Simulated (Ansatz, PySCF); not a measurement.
System: C₂H₅BF, net charge 0, doublet state. It need not be the lowest isomer of its formula. 
Geometry from a B3LYP-D3(BJ)/def2-TZVP (Ansatz, a first-principles code) optimisation:
SMILES: FB(C)[CH2]
```xyz
9

B      0.0517    -0.0005     0.0286
F      0.0494    -0.0579     1.3750
C      1.4226     0.0484    -0.6591
C     -1.3362     0.0106    -0.6948
H      1.5367     0.0959    -1.7361
H      2.3524     0.0378    -0.1000
H     -1.9342     0.8614    -0.3515
H     -1.9093    -0.8831    -0.4259
H     -1.2664     0.0579    -1.7815
```
Charge 0, spin multiplicity 2.

Wanted: atomisation energy (electronic, to ground-state atoms), in eV. Correlated levels leave the core frozen unless marked. Open shells are spin-unrestricted. Spin-orbit coupling is left out. No relativistic terms. The coupled-cluster limit lacks core correlation, which all-electron functionals hold. CBS(X,Y): correlation extrapolated as X^-3; Hartree-Fock from the larger set. [CCSD(T)-MP2]/basis is that difference in the basis named.

```json
[
 {"level": "HF-D3(BJ)/def2-TZVPD", "program": "PySCF + dftd3", "atomisation energy (eV)": "30.09"},
 {"level": "B97M-V/def2-TZVPD", "program": "Ansatz", "atomisation energy (eV)": "37.33"}
]
```

Question: Predict the RI-MP2/CBS(aug-cc-pVTZ,aug-cc-pVQZ)+[CCSD(T)-MP2]/aug-cc-pVTZ result (Ansatz).

Answer: 37.04 eV
